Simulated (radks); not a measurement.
Results of a calculation; reference values are marked as such.
Q: Valence configurations of Yb I (all share [Xe]). Code: a radial shooting solver on a logarithmic mesh with Libxc functionals. Model: Dirac Kohn-Sham, PBE, spin-unpolarised, spherical densities, finite nucleus; open shells fill j = l - 1/2 first; Fermi nuclear charge, rms radius 5.3108 fm. Order these by energy: 4f14 6p2; 4f11 5d5; 4f11 5d4 6p1; 4f12 5d3 6s1; 4f13 6s2 6p1; 4f12 5d2 6s2; 4f11 5d4 6s1; 4f14 5d1 6s1; 4f14 6s2; 4f13 5d1 6s2.

A: From the lowest, in eV above it: 4f14 6s2 0.000; 4f14 5d1 6s1 3.159; 4f13 5d1 6s2 4.180; 4f13 6s2 6p1 5.147; 4f14 6p2 5.579; 4f12 5d2 6s2 13.853; 4f12 5d3 6s1 15.880; 4f11 5d4 6s1 30.930; 4f11 5d5 33.127; 4f11 5d4 6p1 34.153. NIST lists [Xe] 4f14 6s2 as the ground configuration; this level of theory agrees among the configurations tried. The energies are those of spherical spin-averaged densities, not of single terms.
